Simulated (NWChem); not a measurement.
Species: C$_{2}$H$_{5}$ClSi$_{2}$; SMILES ClC1[SiH2][SiH2]C=1

```xyz
10

Cl    -0.1582    -2.3150     0.0000
C     -0.1498    -0.5841     0.0000
C     -1.2621     0.1879     0.0000
Si    -0.5682     1.9423     0.0000
Si     1.3411     0.5907     0.0000
H     -2.2811    -0.2175     0.0000
H     -0.8910     2.7519    -1.2147
H     -0.8910     2.7519     1.2147
H      2.2020     0.4915    -1.2166
H      2.2020     0.4915     1.2166
```
Atoms are numbered in this order, from 1.

All runs: NWChem. Pople sets run with spherical d functions. Medium grid unless said otherwise, to which SCAN and Minnesota functionals are sensitive. All runs use the structure optimised with PBE0/def2-SVP. B3LYP is NWChem's, with the RPA form of VWN correlation. Total energies of different functionals are on different scales.

```
level                               energy (Ha)  highest occupied level (eV)  orbital gap (eV)  dipole (D)
----------------------------------  -----------  ---------------------------  ----------------  ----------
B3LYP/6-31G*                         -1118.3554                        -7.26              6.45        1.40
PBE/6-31G*                           -1117.7081                        -6.42              4.77        1.20
Hartree-Fock/6-31G*                  -1115.9117                        -9.98             13.02        1.85
revPBE/6-31G*                        -1118.0782                        -6.38              4.79        1.20
B3PW91/6-31G*                        -1118.1777                        -7.37              6.46        1.39
N12/6-31G*                           -1118.2309                        -6.21              4.80        1.32
LDA (Slater exchange, PW92)/6-31G*   -1113.7434                        -6.52              4.71        1.21
r2SCAN/6-31G*                        -1118.1736                        -6.69              5.15        1.37
LRC-wPBEh/6-31G*                     -1117.8447                        -9.38             10.39        1.48
HCTH/407/6-31G*                      -1118.4203                            ?                 ?        1.29
```

Task: Some entries are withheld; supply them.

Result: 
- HCTH/407/6-31G*, highest occupied level (eV): -6.57
- HCTH/407/6-31G*, orbital gap (eV): 4.85
